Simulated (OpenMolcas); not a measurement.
**Xe3+: effect of the level shift or regulariser**

```json
{
 "Program": "OpenMolcas 26.06",
 "Basis": "ANO-R3 [8s7p5d4f3g2h]",
 "Scalar Hamiltonian": "X2C, finite nucleus",
 "Active space": "3 electrons in 3 orbitals (5p)",
 "State averaging": "2S+1 = 4 odd, 1 root; 2S+1 = 2 odd, 8 roots",
 "Spin-orbit coupling": "state interaction with AMFI integrals over the reference wave functions, term energies averaged over their components"
}
```

Methods on the same reference wave functions:
A. CASSCF
B. SS-CASPT2, IPEA 0.25 Eh, imaginary shift 0.1 Eh (closed shells correlated: 4d 5s)
C. SS-CASPT2, IPEA 0.25 Eh, imaginary shift 0.3 Eh (closed shells correlated: 4d 5s)

Energies in cm⁻¹ above 5s² 5p³ ⁴S°_3/2, the measured ground level; measured values from Saloman, J. Phys. Chem. Ref. Data 33, 765 (2004).

```json
{"Level": "5s² 5p³ ⁴S°_3/2", "A": "0.0", "B": "0.0", "C": "0.0", "Measured": "0.0"}
{"Level": "5s² 5p³ ²D°_3/2", "A": "17483", "B": "13510", "C": "13510", "Measured": "13267"}
{"Level": "5s² 5p³ ²D°_5/2", "A": "21244", "B": "17270", "C": "17280", "Measured": "17511"}
{"Level": "5s² 5p³ ²P°_1/2", "A": "33977", "B": "28330", "C": "28330", "Measured": "28036"}
{"Level": "5s² 5p³ ²P°_3/2", "A": "39756", "B": "34660", "C": "34670", "Measured": "35650"}
```

Deviations, from unrounded energies. A percentage is the sum of absolute deviations over the sum of measured energies, with the sign that they share, or ± where signs differ.

```
                        Against measurement  Levels      A     B     C
             mean absolute deviation (cm-1)       4   4500   440   440
other terms of the ground configuration (%)       4  +19.1  ±1.9  ±1.9
```

B, C lie about equally close to measurement and A furthest from it. The largest miss of C in the table is 5s² 5p³ ²P°_3/2, by -980 cm-1. The ranking rests on the paired levels alone, and a cruder setting can come out closer through cancelling errors.

Between B and C the level of the table that moves most is 5s² 5p³ ²D°_5/2, by 6 cm-1 (lowest in B, highest in C). Moves below CASPT2's spread within the term are not significant.

The two smallest mean deviations differ by little beside CASPT2's spread within terms, so their order carries little weight.

From A to B the spin-free energies of the other terms of 5s² 5p³ shown, above ⁴S°, scale by factors of 0.76 to 0.81.

The lowest spin-free term lies below A's lowest term by 0.642 hartree in B, 0.642 hartree in C.

CASPT2 breaks the degeneracy within a term, and the mean is taken; among the terms shown or strongly mixed into the levels shown the widest spread is 150 cm-1 (5s² 5p³ ²D°, B). With the s shell closed, the reference lacks s² → p² mixing. Measured partners are found by configuration, term and J. A level has none where our copy of the source lacks it or the pairing is in doubt (some pairs that miss far off the trend of their configuration count as doubtful), and it then counts in no deviation. Levels of configurations outside the active space are missing.

° marks odd parity.
